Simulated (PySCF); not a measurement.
Identify the unknown among the candidates.

All candidates are C5H7N3.

| technique | computed result |
| --- | --- |
| 1H NMR | chemical shifts (computed TMS as zero) by class: 7.62 (1 H), 7.42 (1 H), 6.59 (1 H), 5.91 (1 H), 3.67 (3 H) ppm [GIAO PBE0/pcSseg-1] |
| NMR, other nuclei | isotropic shieldings of nuclei other than C and H, by class: -99 (1 N), -98 (1 N), 84 (1 N) ppm [GIAO PBE0/pcSseg-1] |
| UV, first state | lowest singlet excitation: 5.01 eV (248 nm, f = 0.002) [TDDFT CAM-B3LYP/def2-SVPD] |
| Couplings | largest of the computed one-bond spin–spin couplings (means over like bonds): 13C–1H +214.3, 13C–1H +171.1, 13C–1H +166.7, 13C–1H +158.8, 13C–1H +144.0 (×3), 13C–13C +79.2, 13C–13C +78.7, 15N–15N -21.4 Hz [B3LYP/pcJ-1, spin–dipole term left out for some pairs] |
| 13C NMR | chemical shifts (computed TMS as zero) by class: 156.4 (1 C), 146.4 (1 C), 127.9 (1 C), 125.2 (1 C), 30.5 (1 C) ppm [GIAO PBE0/pcSseg-1] |
| Rotational structure | rotational constants A, B, C: 3.532, 2.036, 1.302 GHz [GFN2-xTB] |
| Polarisability | 80.3 au [CAM-B3LYP/def2-SVPD] |

Gas-phase values; electronic properties from PySCF, density fitting. Levels stand in brackets. Isolated species at its GFN2-xTB geometry (one conformer only). NMR classes are plain means over equivalent atoms (diastereotopic ones count apart unless rotation or inversion swaps them), as if these changed places fast.

Question: Which candidate is it?
A. `C=CCn1ccnn1`
B. `C=Cc1nncn1C`
C. `c1cnn(C2CC2)n1`

Answer: B. It is `C=Cc1nncn1C`. Numbering: `[CH2:1]=[CH:2][c:3]1[n:4][n:5][cH:6][n:7]1[CH3:8]`. Its formula, C5H7N3, gives 4 degrees of unsaturation: 1 ring and 3 π bonds in the structure found (Kekulé form). 5 carbons fall into 5 classes; from least to most shielded: substituted aromatic carbon [C3] (156.4 ppm), aromatic CH next to a ring nitrogen [C6] (146.4 ppm), terminal =CH2 carbon [C1] (127.9 ppm), alkene CH carbon [C2] (125.2 ppm), N-methyl carbon [C8] (30.5 ppm). Hydrogen classes from least to most shielded: 1 H on an aromatic CH next to a ring nitrogen, C6 (7.62 ppm), 1 H on a terminal =CH2 carbon, C1 (7.42 ppm), 1 H on an alkene CH carbon, C2 (6.59 ppm), 1 H on a terminal =CH2 carbon, C1 (5.91 ppm), 3 H on an N-methyl carbon, C8 (3.67 ppm). The other shieldings belong to: -99 ppm, pyridine-type nitrogen [N5]; -98 ppm, pyridine-type nitrogen [N4]; 84 ppm, pyrrole-type nitrogen [N7]. The couplings run between: +214.3 Hz, aromatic CH next to a ring nitrogen [C6] and its hydrogen; +171.1 Hz, terminal =CH2 carbon [C1] and its hydrogen; +166.7 Hz, terminal =CH2 carbon [C1] and its hydrogen; +158.8 Hz, alkene CH carbon [C2] and its hydrogen; +144.0 Hz, N-methyl carbon [C8] and its hydrogen (with 2 like pairs); +79.2 Hz, alkene CH carbon [C2] and substituted aromatic carbon [C3]; +78.7 Hz, terminal =CH2 carbon [C1] and alkene CH carbon [C2]; -21.4 Hz, pyridine-type nitrogen [N4] and pyridine-type nitrogen [N5]. The optimised geometry has point group Cs and is an asymmetric top.

The others, at the same levels:
- `c1cnn(C2CC2)n1` fails: it has 3 carbon classes against 5; its computed 13C shifts are 137.5 (2 C), 36.1 (1 C), 10.8 (2 C) ppm, 1H shifts are 7.57 (2 H), 4.12 (1 H), 1.47 (2 H), 0.99 (2 H) ppm and lowest singlet excitation is 6.31 eV (197 nm, f = 0.284) (against 5.01 eV).
- `C=CCn1ccnn1` fails: its computed 13C shifts are 144.8 (1 C), 139.0 (1 C), 129.1 (1 C), 125.3 (1 C), 56.0 (1 C) ppm, 1H shifts are 7.84 (1 H), 7.61 (1 H), 6.26 (1 H), 5.79 (1 H), 5.58 (1 H), 5.11 (2 H) ppm and rotational constant A is 6.426 GHz (against 3.532 GHz).

Each candidate is one conformer, not necessarily the lowest. The conformers computed, where there is a choice (atom-mapped SMILES and torsion angles):
- `[CH2:1]=[CH:2][c:3]1[n:4][n:5][cH:6][n:7]1[CH3:8]`: C1–C2–C3–N4 0°
- `[cH:1]1[cH:2][n:3][n:4]([CH:5]2[CH2:6][CH2:7]2)[n:8]1`: N3–N4–C5–C6 145°
- `[CH2:1]=[CH:2][CH2:3][n:4]1[cH:5][cH:6][n:7][n:8]1`: C1–C2–C3–N4 124°, C2–C3–N4–C5 -62°
